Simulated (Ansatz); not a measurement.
Ideal-gas functions of ClGe₂H₅ (`[Cl][GeH2][GeH3]`) at 400 K and 1 bar, from an Ansatz frequency run at PBE0-D4/def2-TZVP.

Molar mass 185.71 g/mol, point group Cs (symmetry number 1), electronic degeneracy 1, moments of inertia 87.059, 380.881, 455.2 u Å². Harmonic wavenumbers (cm⁻¹, unscaled): 78, 90, 267, 342, 416, 462, 519, 651, 721, 791, 867, 877, 881, 2146, 2153, 2158, 2168, 2176.

Use S(trans) = R[1.5 ln M + 2.5 ln T − 1.1517]; rotational temperatures θ = 24.2544 K / I; S(rot) = R[ln(√π/σ · √(T³/θAθBθC)) + 1.5]; for each mode x = 1.438777 ν̃/T, S = R[x/(eˣ − 1) − ln(1 − e⁻ˣ)] and H = RT x/(eˣ − 1); 1 cm⁻¹ = 0.0119627 kJ/mol; R = 8.31446 J/(mol·K).

**Question.** By hand: the entropy, in J/(mol·K).

**Answer.** Translation 180.1. Rotation: θ = 0.2786, 0.0637, 0.0533 K, giving 120.9. Vibration, mode by mode: 18.91, 17.73, 8.96, 7.10, 5.70, 4.99, 4.24, 2.91, 2.39, 1.96, 1.58, 1.53, 1.51, 0.03, 0.03, 0.03, 0.03, 0.03, in all 79.7. Electronic 0.0. Sum 380.7 J/(mol·K).

**Question.** By hand: H − E and G − E in kJ/mol, counted from the electronic energy.

**Answer.** Zero-point energy ½ × 17763 × 0.0119627 = 106.2; thermal vibration 16.8; translation, rotation and pV give 4 RT = 13.3. H − E = 136.3 kJ/mol, and G − E = 136.3 − 400 × 380.7/1000 = -16.0 kJ/mol.

Vibration gives 21 % of the entropy, 36.6 J/(mol·K) of it from the modes under 150 cm⁻¹: soft modes count most, and the harmonic formula is weakest for them.
